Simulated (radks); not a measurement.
Neutral neodymium inside a hard spherical wall (all orbitals vanish at R), configuration held at [Xe] 4f4 6s2 and not refilled when levels cross. Calculated with a radial shooting solver on a logarithmic mesh with Libxc functionals: scalar-relativistic Kohn-Sham, LDA (Slater exchange, Perdew-Wang correlation), spin-polarised, spherical densities, point nucleus; open shells are filled with parallel spins first (spin-orbit coupling, left out, can overturn this in heavy ions). Eigenvalues in eV for spin up, with the zero of energy where the potential of the charges vanishes at infinity; a dash marks a level that is unbound or too diffuse for the functional's potential to be trusted. A positive occupied level is held by the wall or, in an anion where self-interaction has pushed it up, behind a barrier. The pressure on the wall is -dE/dV.

\begin{tabular}{lrrrrrrrrr}
R (bohr) & E (hartree) & kinetic (hartree) & e(5s) & e(5p) & e(6s) & e(4f) & e(5d, empty) & e(6p, empty) & pressure (GPa) \\ \hline
free & -9617.1851 & 10233.769 & -41.192 & -22.646 & -3.706 & -2.704 & -2.227 & -1.309 & 0 \\
20 & -9617.1851 & 10233.769 & -41.192 & -22.646 & -3.706 & -2.704 & -2.227 & -1.308 & < 0.0001 \\
15 & -9617.1851 & 10233.769 & -41.188 & -22.642 & -3.703 & -2.700 & -2.224 & -1.293 & 0.000296 \\
10 & -9617.1814 & 10233.800 & -40.978 & -22.435 & -3.532 & -2.493 & -2.038 & -0.901 & 0.0807 \\
8 & -9617.1620 & 10233.916 & -40.386 & -21.858 & -2.955 & -1.906 & -1.502 & 0.133 & 0.761 \\
6 & -9617.0437 & 10234.433 & -38.644 & -20.187 & -0.510 & -0.131 & 0.270 & 4.003 & 8.54 \\
5 & -9616.8138 & 10235.323 & -36.715 & -18.371 & 3.365 & 1.939 & 2.542 & 9.641 & 35.3 \\
3.5 & -9615.0642 & 10241.949 & -28.580 & -10.293 & 26.409 & 11.544 & 13.843 & 39.278 & 552 \\
3 & -9612.8012 & 10250.113 & -21.281 & -2.305 & 50.774 & 20.346 & 25.019 & 67.974 & 1760 \\
2 & -9590.9396 & 10319.028 & 30.534 & 58.278 & 222.69 & 69.590 & 104.33 & 255.78 & 32100 \\
\end{tabular}
